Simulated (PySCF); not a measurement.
**UHF on Te⁻ (tellurium, charge -1)**

Configuration: [Kr] 4d10 5s2 5p5, 2P determinant. Calculation: PySCF 2.14, in x2c-QZVPPall with one added diffuse shell each of s, p, d, f type (14s10p8d5f1g, 128 functions); scalar relativity by spin-free X2C-1e.

```json
{"Total energy": "-6790.983488 hartree", "One-electron energy": "-9333.7802 hartree", "Hartree (Coulomb) energy": "2717.8028 hartree", "Exchange energy": "-175.0060 hartree", "⟨S²⟩": "0.7640", "⟨L²⟩": "2.062", "Sum of ⟨r⟩": "41.72 bohr", "Sum of ⟨r²⟩": "82.12 bohr²", "Traceless quadrupole moment −½Σ⟨3z² − r²⟩ along its main axis": "4.29 e·bohr²", "Langevin diamagnetic susceptibility": "-65.0 ×10⁻⁶ cm³/mol"}
```

```csv
shell,electrons,mean orbital energy (hartree),spread (hartree),"rms radius, mean of both spins (bohr)"
1s α,1,-1174.67659,0,0.0318
1s β,1,-1174.67483,0,0.0318
2s α,1,-183.48607,0,0.130
2s β,1,-183.48553,0,0.130
2p α,3,-164.53892,0.00244,0.116
2p β,3,-164.53739,0.00090,0.116
3s α,1,-37.83753,0,0.343
3s β,1,-37.83561,0,0.343
3p α,3,-31.51288,0.00666,0.343
3p β,3,-31.51004,0.00009,0.343
3d α,5,-21.91696,0.00545,0.322
3d β,5,-21.91598,0.00335,0.322
4s α,1,-6.84219,0,0.814
4s β,1,-6.83716,0,0.814
4p α,3,-4.78749,0.01556,0.877
4p β,3,-4.78165,0.00019,0.877
4d α,5,-1.68772,0.01738,1.05
4d β,5,-1.68335,0.00906,1.05
5s α,1,-0.54131,0,2.36
5s β,1,-0.46198,0,2.36
5p α,3,-0.11024,0.05299,3.22
5p β,2,-0.07602,0,3.22
```

Densities and radii are taken from the X2C orbitals without a picture-change correction, which distorts them close to the nucleus.

Spin-orbit constants ζ (cm⁻¹) from the X2C one-electron operator on these orbitals: bare nucleus, nucleus screened by l(l+1)(2l+1)/3 electrons, and screened by the Breit-Pauli mean field of the electrons.

```json
{"shell": "2p", "bare": "1462000", "screened nucleus": "1406000", "mean field": "n/a"}
{"shell": "3p", "bare": "276300", "screened nucleus": "265700", "mean field": "n/a"}
{"shell": "3d", "bare": "41920", "screened nucleus": "33860", "mean field": "n/a"}
{"shell": "4p", "bare": "49850", "screened nucleus": "47940", "mean field": "n/a"}
{"shell": "4d", "bare": "5570", "screened nucleus": "4499", "mean field": "n/a"}
{"shell": "5p", "bare": "3407", "screened nucleus": "3276", "mean field": "n/a"}
```

To first order the Landé constant is A = -3276 cm⁻¹, so the lowest level has J = 3/2 and lies 0.203 eV below the centre of the term. First order in ζ underestimates the shift of the j = l − 1/2 level at high Z.
